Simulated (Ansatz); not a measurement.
CHO (SMILES [CH]=O), doublet, at a GFN2-xTB geometry; R2SCAN/cc-pVDZ (Ansatz, a first-principles code).

The Ansatz input:
Ansatz 0.2 input:
```yaml
crystal:
  periodic: [false, false, false]
  atoms:
    - {symbol: C, position_ang: [0.05077793, 0.58558918, 0.01134278]}
    - {symbol: O, position_ang: [0.06582174, -0.59411259, -0.01340927]}
    - {symbol: H, position_ang: [-0.83124157, 1.23936563, 0.03921745]}
basis:
  gaussian:
    orbitals: cc-pVDZ
hamiltonian:
  xc: r2scan
magnetization: {spin_polarized: true, initial_magnetization: 1}
accuracy: high
```

Problem. Write the output that Ansatz gives for this input, abridged.

Solution. 
```
Functional definition: r2SCAN
649 factors; integrals over basis functions are off by at most 2.6e-9 eV
mean field evaluation 1: about -3095.0976 eV, gradient 2.0e1 eV
mean field evaluation 2: about -3090.5304 eV, gradient 4.0e1 eV
mean field evaluation 4: about -3096.6388 eV, gradient 8.5e-1 eV
mean field evaluation 8: about -3096.6443 eV, gradient 2.4e-2 eV
mean field evaluation 16: about -3096.6443 eV, gradient 1.5e-5 eV
mean field -3096.64426345 eV, -113.7995777009 hartree, gradient 3.8e-8 eV, S^2 0.753299; 0 other end points of the search recorded, 0 dependent functions left out
reference -3096.64426427 eV, -113.7995777311 hartree; 8, 7 occupied and 25, 26 virtual orbitals, 649 factors
Total energy: -3096.64426427 eV, -113.7995777311 hartree
```
